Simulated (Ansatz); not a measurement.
The cluster Si2Au2. The state is a singlet with charge 0. Geometry r2SCAN-D4/def2-SVP, basis def2-TZVP, Ansatz.

```csv
atom,x (Å),y (Å),z (Å)
Au1,0.233,-1.747,-0.214
Au2,1.095,1.379,-0.230
Si3,-0.313,0.093,1.347
Si4,-1.015,0.275,-0.904
```

| run | HOMO (eV) | LUMO (eV) |
| --- | --- | --- |
| A | -7.02 | 0.14 |
| B | -4.65 | -3.54 |
| C | -4.42 | -3.20 |
| D | -4.48 | -3.29 |
| E | -5.30 | -2.54 |
| F | -4.57 | -3.13 |

In the def2 sets Au takes a core potential; there is no spin–orbit coupling. The structure comes from a short search, and lower isomers may exist.

Problem. The runs used HF, LDA (SPW92), PBE, PBE0, r2SCAN, revPBE. Estimate which is which.

Solution. A HF (100 % exact exchange); B LDA (SPW92) (0 % exact exchange); C revPBE (0 % exact exchange); D PBE (0 % exact exchange); E PBE0 (25 % exact exchange); F r2SCAN (0 % exact exchange). Exact exchange lowers occupied and raises empty levels; among semilocal functionals meta-GGAs tend to open the gap a little, and such runs are hard to tell apart. The gap grows from 1.11 eV (LDA (SPW92)) to 7.16 eV (HF).
